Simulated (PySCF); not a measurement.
A geometry optimisation on W(NH)2(CH2SiH3)2 (`[NH]=[W](=[NH])([CH2][SiH3])[CH2][SiH3]`).

Method: PBE0-D3(BJ)/def2-SVP geometry optimisation, gas phase, def2 core potentials past Kr (PySCF 2.14.0). Start geometry: GFN2-xTB. The input is one job of a driver script: a line of settings, then coordinates in Å.

Command:
```bash
OMP_NUM_THREADS=1 python probes_run.py task.json out
```

Input:
```
{"job": {"xc": "PBE0", "basis": "def2-SVP", "d3": "d3bj", "grid": 1, "maxiter": 40, "shake": 0.03, "kind": "geom"}, "charge": 0, "multiplicity": 1}
W      0.222080    -0.079250     0.087250
N     -0.023890    -0.013920     1.850350
H      0.114320    -0.004120     2.840350
N      1.876060     0.004160    -0.706170
H      2.779240    -0.021100    -0.896930
C     -0.910160     1.739000    -0.676130
Si     0.164260     3.107130     0.126310
H     -0.835130     1.868610    -1.780870
H     -1.949890     1.837900    -0.269130
H      0.012350     3.132560     1.627960
H      1.527540     3.098500    -0.266630
H     -0.368970     4.426260    -0.298780
C     -0.989760    -1.693710    -0.698970
Si     0.068770    -3.103610     0.161010
H     -1.966000    -1.847520    -0.331810
H     -0.884950    -1.817180    -1.743290
H      1.550310    -3.073240    -0.262420
H     -0.046950    -3.120930     1.627850
H     -0.401990    -4.446090    -0.305320
```

Output:
```
step   0  E = -838.20249862  max force = 0.167231
step   1  E = -838.24018552  max force = 0.082170
step   2  E = -838.25163231  max force = 0.033433
step   3  E = -838.25849367  max force = 0.014161
step   4  E = -838.26027091  max force = 0.007040
step   5  E = -838.26056769  max force = 0.002087
step   6  E = -838.26066837  max force = 0.001633
step   7  E = -838.26073900  max force = 0.002305
step   8  E = -838.26077497  max force = 0.001782
step   9  E = -838.26080720  max force = 0.000896
step  10  E = -838.26083387  max force = 0.000977
step  11  E = -838.26085123  max force = 0.000728
step  12  E = -838.26086085  max force = 0.000336
optimisation converged
```

Energies in Eh; «max force» is the largest Cartesian gradient component in Eh/bohr.

Question: Give the first gradient maximum in eV/Å.

Answer: With 1 Eh/bohr = 51.422 eV/Å, 8.599 eV/Å.

Summary of the converged run: final energy -838.26086 Eh after 12 steps; dipole 0.16 D.

Question: Where do the atoms end?

Answer: 0.344 Å rms from the input after alignment:
```
atom  x, y, z in Å
W1     0.1849   -0.0011    0.1107
N2     0.0924   -0.0063    1.8592
H3     0.4792   -0.0073    2.7982
N4     1.8225   -0.0015   -0.5045
H5     2.8347   -0.0010   -0.4247
C6    -0.7295    1.7838   -0.5641
Si7    0.0027    3.4123    0.0243
H8    -0.6917    1.7647   -1.6703
H9    -1.7881    1.7450   -0.2421
H10   -0.1129    3.5279    1.5095
H11    1.4449    3.5082   -0.3551
H12   -0.7117    4.5790   -0.5888
C13   -0.7406   -1.7755   -0.5751
Si14  -0.0566   -3.4167    0.0362
H15   -1.8035   -1.7161   -0.2697
H16   -0.6877   -1.7629   -1.6805
H17    1.4018   -3.5307   -0.2698
H18   -0.2491   -3.5394    1.5128
H19   -0.7545   -4.5688   -0.6216
```

Question: How long does this job take on Arm Neoverse V1, one thread, shared host with 32 logical CPUs at a one-minute load of 8.8? And the peak memory of the process?

Answer: About 5.1 min, with 0.80 GiB resident at the peak, the Python interpreter and its libraries included.
Labels such as C1 count atoms from 1, the log's own numbers from 0.
